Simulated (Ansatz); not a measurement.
C5H11FGeO2, SMILES `C=C[CH2][Ge]([F])([O]C)[O]C`, relaxed with RKS PBE0-D4/def2-TZVP in Ansatz from a PBE-D4/def2-SVP geometry. The force threshold is 0.005 eV/Å; the program also tests the step.

The species carries charge 0 and has multiplicity 1.

Start:

```xyz
20

C     2.276   -0.491    2.047
C     1.059    0.082    2.018
C     0.662    1.213    1.120
Ge   -0.598    0.609   -0.252
F    -1.155    1.994   -1.197
O    -1.975   -0.173    0.545
C    -2.942   -0.882   -0.225
O     0.007   -0.568   -1.452
C     0.992   -0.178   -2.396
H     2.493   -1.338    2.715
H     3.099   -0.135    1.404
H     0.260   -0.313    2.672
H     0.128    2.019    1.667
H     1.530    1.666    0.600
H    -3.571   -1.467    0.477
H    -3.606   -0.190   -0.792
H    -2.470   -1.584   -0.947
H     0.671    0.693   -3.012
H     1.172   -1.036   -3.078
H     1.967    0.078   -1.916
```

Q: How much energy does the relaxation release, and in how many steps? (Best estimate.)

A: Ansatz gave: 10.90 kJ/mol, in 22 steps, 2 of them rejected.

Q: Which bonds change most? (Estimate.)

A: Computed: Ge4–O8 from 1.786 to 1.757 Å; Ge4–O6 from 1.773 to 1.748 Å; Ge4–F5 from 1.767 to 1.743 Å; C9–H20 from 1.117 to 1.097 Å.

Q: Give the relaxed structure. (An estimate is asked.)

A: Ansatz gave: 
```xyz
20

C     2.399   -0.373    1.883
C     1.137    0.029    1.933
C     0.577    1.166    1.152
Ge   -0.646    0.556   -0.225
F    -1.146    1.934   -1.168
O    -2.056   -0.175    0.505
C    -3.042   -0.803   -0.293
O    -0.022   -0.605   -1.387
C     1.051   -0.258   -2.236
H     2.744   -1.219    2.464
H     3.133    0.130    1.260
H     0.434   -0.506    2.568
H    -0.006    1.846    1.781
H     1.361    1.748    0.662
H    -3.761   -1.270    0.382
H    -3.571   -0.077   -0.919
H    -2.609   -1.575   -0.936
H     0.830    0.635   -2.830
H     1.217   -1.094   -2.920
H     1.977   -0.090   -1.674
```
